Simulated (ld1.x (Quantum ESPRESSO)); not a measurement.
antimony (Sb): one change to a TM potential, before and after

* Element: antimony (Sb)
* Generator: ld1.x (Quantum ESPRESSO) 7.5
* Type: norm-conserving Troullier–Martins (Kleinman–Bylander form)
* Functional: PBEsol
* Relativity: scalar-relativistic
* Frozen core: [Kr] 4d10
* Valence charge: 5
* Reference configuration: 5s2 5p1 (charge +2)
* Partial waves: 5p (bound): rc 1.70 bohr; 5d channel at -0.05 Ry: rc 1.95 bohr; 5s (bound): rc 1.80 bohr
* Local potential: the s channel
* Core correction: a·sin(br)/r model core, default radius (core density twice the valence density)

All-electron outer shells of the reference configuration (PBEsol, scalar-relativistic, ld1.x):

```
shell  level (eV)  outermost node (bohr)  outermost maximum (bohr)
   5s      -29.51                   0.95                      1.83
   5p      -20.13                   1.03                      2.16
```

Change: all radii but the core radius scaled by about 1.24 (s 2.24, p 2.12, d 2.42 bohr).

Cutoffs: the cutoffs (Ry, on a coarse ladder) from which the occupation-weighted sum of valence levels, in a spherical-Bessel basis at the reference potential, stays within 10 and 1 mRy of its value at 400 Ry; they do not see the model core or the augmentation charge, which bear on the density cutoff. Errors are all-electron minus pseudo energies relative to the spin-unpolarised reference configuration.

Q: How do hardness, ghosts and transferability respond?

A: The potential gets softer (35 Ry and 55 Ry → 21 Ry and 35 Ry); the bound ghost in d, p disappears; of the 7 tests that both files solve, the error grows in 2 and shrinks in 3 by more than 15 % and 0.3 meV (median size 15.9 → 16.0 meV). A larger radius leaves more room for a smooth pseudo-wave, so fewer plane waves are needed.

```tsv
quantity	base	changed
cutoff, loose	35 Ry	21 Ry
cutoff, tight	55 Ry	35 Ry
loose cutoff by channel (10 mRy a level)	p 35 Ry, s 21 Ry	p 12 Ry, s 12 Ry
bound ghosts	p, d	none
error for 5s2 5p3, meV [ΔE -24.36 eV]	-21	-16
error for 5s2 5p2, meV [ΔE -16.01 eV]	-8.7	-6.3
error for 5s2 5p0, meV [ΔE 24.44 eV]	-40	-34
error for 5s2 5p2.5, meV [ΔE -21.08 eV]	-16	-12
error for 5s1 5p0, meV [ΔE 68.78 eV]	-294	-282
error for 5s0 5p5, meV [ΔE -7.86 eV]	-0.9	-36
error for 5s1 5p3, meV [ΔE -7.25 eV]	+1.0	-7.0
```

 A true bound ghost makes a file unfit for plane-wave use even where its test errors are small: the radial tests pick states by their node count and pass the ghost by.
